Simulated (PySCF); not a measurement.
## Two-component Hartree-Fock for La (lanthanum, neutral)

Start: [Xe] 5d1 6s2; 5d3/2 filled at m_j = +3/2. Calculated with PySCF 2.14 in x2c-QZVPPall-2c (16s16p12d6f2g, 184 functions): generalised Hartree-Fock with the X2C-1e Hamiltonian and a Gaussian nucleus; one run each with spin-orbit coupling (SO) switched off, then screened by Boettger's factors.

| spinor shell | electrons | ε, spin-free (eV) | ε, screened SO (eV) | weight of nominal j (screened SO) | rms radius, screened SO (bohr) |
| --- | --- | --- | --- | --- | --- |
| 1s1/2 | 2 | -39120.7 | -39115.6 | 1.000 | 0.0286 |
| 2s1/2 | 2 | -6335.6 | -6333.9 | 1.000 | 0.116 |
| 2p1/2 | 2 | -5671.4 | -5960.1 | 1.000 | 0.100 |
| 2p3/2 | 4 | -5671.4 | -5543.4 | 1.000 | 0.106 |
| 3s1/2 | 2 | -1400.7 | -1400.1 | 1.000 | 0.303 |
| 3p1/2 | 2 | -1183.6 | -1241.2 | 1.000 | 0.295 |
| 3p3/2 | 4 | -1183.6 | -1157.7 | 1.000 | 0.308 |
| 3d3/2 | 4 | -871.95 | -882.14 | 1.000 | 0.279 |
| 3d5/2 | 6 | -871.95 | -864.44 | 1.000 | 0.283 |
| 4s1/2 | 2 | -301.86 | -301.56 | 1.000 | 0.694 |
| 4p1/2 | 2 | -228.38 | -240.61 | 1.000 | 0.719 |
| 4p3/2 | 4 | -228.38 | -222.63 | 1.000 | 0.746 |
| 4d3/2 | 4 | -118.76 | -120.52 | 1.000 | 0.820 |
| 4d5/2 | 6 | -118.76 | -117.21 | 1.000 | 0.830 |
| 5s1/2 | 2 | -48.484 | -48.321 | 1.000 | 1.67 |
| 5p1/2 | 2 | -27.709 | -29.992 | 0.994 | 1.89 |
| 5p3/2 | 4 | -27.709 | -26.469 | 0.997 | 1.96 |
| 5d3/2 | 1 | -6.077 | -6.108 | 0.999 | 3.28 |
| 6s1/2 | 2 | -5.131 | -5.121 | 0.728 | 4.63 |

```
   quantity    spin-free  screened SO
E (hartree)  -8487.74541  -8491.20500
        M_J          3/2          3/2
       ⟨J²⟩        3.771        3.783
       ⟨L²⟩        7.719        7.913
       ⟨S²⟩        1.673        1.785
```

Each row is a mean over spinors that exchange with the open shell spreads, by up to 1.784 eV (5p1/2).

Rows whose weight is well below 1 are mixtures of j = l ± 1/2: exchange outweighs spin-orbit coupling there, and the label is only the starting occupation.

Breit and QED terms are absent; they matter most for the inner s and p1/2 levels.

Densities and radii are taken from the X2C orbitals without a picture-change correction, which distorts them close to the nucleus.

Without spin-orbit coupling the j labels of p, d and f shells carry no meaning; the spin-free column gives the mean over the occupied spinors of each nl shell.
